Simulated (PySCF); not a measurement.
Run record: excited-state job, `O=C1CO[C@H]1C(F)=C(F)F`.

Computed with TDDFT CAM-B3LYP/def2-SVPD, vertical, gas phase, core orbitals frozen in the response (PySCF 2.14.0, density-fitted response routines). Geometry: GFN2-xTB. The input is one job of a driver script: a line of settings, then coordinates in Å.

Input:
```
{"job": {"kind": "uv", "xc": "CAM-B3LYP", "basis": "def2-SVPD", "nstates": 8, "ntriplets": 3}, "charge": 0, "multiplicity": 1}
O      1.315824    -1.853210     0.645349
C      1.126859    -0.717433     0.358079
C      1.697151     0.305143    -0.589059
O      0.727735     1.263594    -0.147700
C      0.132400     0.369826     0.798430
C     -1.320254     0.096205     0.575941
F     -2.108378     0.194398     1.658804
C     -1.862383    -0.227613    -0.595024
F     -1.151549    -0.370934    -1.702518
F     -3.141880    -0.450679    -0.820980
H      2.723244     0.619572    -0.382054
H      1.591159     0.062271    -1.649628
H      0.265684     0.709345     1.832631
```

Output:
```
coarse grid: 12720 points
cycle   1  E = -641.1595884247  dE =  2.151e+00  |g| = 1.207e+00  |ddm| = 5.530e+00
cycle   2  E = -640.7731551113  dE =  3.864e-01  |g| = 1.944e+00  |ddm| = 3.558e+00
cycle   3  E = -641.4404438558  dE = -6.673e-01  |g| = 1.811e-01  |ddm| = 2.263e+00
cycle   4  E = -641.4448702191  dE = -4.426e-03  |g| = 1.066e-01  |ddm| = 2.980e-01
cycle   5  E = -641.4469344959  dE = -2.064e-03  |g| = 1.612e-02  |ddm| = 1.292e-01
cycle   6  E = -641.4469871185  dE = -5.262e-05  |g| = 6.504e-03  |ddm| = 3.086e-02
cycle   7  E = -641.4469961618  dE = -9.043e-06  |g| = 2.146e-03  |ddm| = 1.253e-02
final grid: 129384 points
cycle   8  E = -641.5594296567  dE = -3.884e-05  |g| = 6.582e-03  |ddm| = 9.468e-02
cycle   9  E = -641.5594225672  dE =  7.089e-06  |g| = 9.266e-03  |ddm| = 1.857e-02
cycle  10  E = -641.5594374994  dE = -1.493e-05  |g| = 7.039e-04  |ddm| = 9.729e-03
cycle  11  E = -641.5594375734  dE = -7.397e-08  |g| = 3.586e-04  |ddm| = 1.065e-03
cycle  12  E = -641.5594375951  dE = -2.167e-08  |g| = 9.525e-05  |ddm| = 5.012e-04
cycle  13  E = -641.5594375972  dE = -2.158e-09  |g| = 1.633e-05  |ddm| = 1.711e-04
cycle  14  E = -641.5594375973  dE = -1.091e-10  |g| = 1.011e-05  |ddm| = 5.544e-05
converged SCF energy = -641.5594375973

Static polarisability (au): isotropic 64.742, principal 57.232 64.457 72.536

Singlet excitations
state   eV       nm        f      main configurations
  1   4.3364    285.9   0.00082   H->L 0.50, H-1->L 0.39
  2   5.9050    210.0   0.00475   H-1->L 0.57, H->L 0.37
  3   6.3527    195.2   0.00631   H-2->L 0.85, H->L 0.10
  4   6.5079    190.5   0.12931   H->L+1 0.74
  5   6.7983    182.4   0.03401   H->L+3 0.48, H->L+1 0.10, H->L+2 0.09
  6   6.9594    178.2   0.00579   H-1->L+1 0.58, H-2->L+1 0.35
  7   7.1938    172.3   0.01401   H->L+2 0.74
  8   7.5020    165.3   0.14152   H-2->L+1 0.48, H-1->L+1 0.34

Triplet excitations (Tamm-Dancoff, eV): 3.7997 4.1597 5.6012
```

The SCF starts on a coarse grid where the log names one; the energy can jump when the final grid takes over, and dE then counts from the start density on the new grid. H and L stand for HOMO and LUMO; the number after each pair is its weight.

Task: Give S1 in cm⁻¹ and kJ/mol.

Result: 4.3364 eV × 8065.54 = 34975 cm⁻¹; × 96.485 = 418.4 kJ/mol.

Task: Which computed singlet has the largest oscillator strength, and what do all of them sum to?

Result: State 8 at 7.50 eV (165 nm), f = 0.142; the 8 states sum to 0.337.

In short: HOMO -9.09 eV, LUMO -0.42 eV; lowest singlet 4.34 eV; lowest triplet 3.80 eV (Tamm–Dancoff); mean polarisability 64.7 au.

Task: How long does this job take on an Arm Neoverse V1 with one thread, on a shared host?

Result: About 62 s.

One conformer stands for the species.
Labels such as C1 count atoms from 1, the log's own numbers from 0.
